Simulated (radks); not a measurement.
Problem. Species: Eu4+. Configuration: [Xe] 4f5. All-electron calculation, non-relativistic Kohn-Sham, TPSS, spin-polarised, spherical densities, point nucleus; open shells are filled with parallel spins first (spin-orbit coupling, left out, can overturn this in heavy ions); meta-GGA in the generalised Kohn-Sham scheme; relativity is left out, which matters for an element this heavy. Program: a radial shooting solver on a logarithmic mesh with Libxc functionals. Some entries of the table are withheld. Estimate them.

orbital,occ.,eigenvalue (eV),r(max) (bohr),<1/r> (bohr^-1)
1s up,1,-45635.42,0.01596,62.48
1s down,1,-45635.42,0.01596,62.48
2s up,1,-7281.352,0.08747,14.51
2s down,1,-7281.331,0.08747,14.51
2p up,3,-6920.452,0.06816,14.53
2p down,3,-6920.437,0.06816,14.53
3s up,1,-1641.845,0.2440,5.459
3s down,1,-1639.762,0.2439,5.465
3p up,3,-1482.057,0.2313,5.393
3p down,3,-1480.079,0.2312,5.399
3d up,5,-1185.408,0.1853,5.286
3d down,5,-1183.846,0.1851,5.291
4s up,1,-365.6629,0.5574,2.331
4s down,1,-360.9978,0.5570,2.330
4p up,3,-303.4522,0.5634,2.239
4p down,3,-298.7043,0.5629,2.237
4d up,5,-193.0962,0.5713,2.040
4d down,5,-188.2316,0.5706,2.036
5s up,1,-83.9535,1.269,0.9479
5s down,1,-82.0646,1.281,0.9317
5p up,3,-65.8215,1.365,0.8595
5p down,3,-64.2984,1.379,0.8435
4f up,5,-59.1057,0.5636,1.600
4f down,0,-54.4575,0.5641,1.577
5d up,0,-38.1934,1.675,0.6652
5d down,0,-37.3361,1.708,0.6502
6s up,0,(1),2.861,0.4265
6s down,0,(2),2.898,0.4209

Solution. 
(1) 6s up eigenvalue (eV): -29.9996
(2) 6s down eigenvalue (eV): -29.6107
